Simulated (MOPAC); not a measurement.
MOPAC input (PM6):

```
PM6 FORCE THERMO(298,298) PRECISE LET UHF MS=0.5 GEO-OK AUX(PRECISION=9) THREADS=1
CBr

C     0.00000000 1    0.00000000 1   -1.58521158 1
Br    0.00000000 1   -0.00000000 1    0.29013934 1
```

Question: Which zero-point energy does it print?

Answer: 0.90 kcal/mol, from the harmonic wavenumbers of PM6.
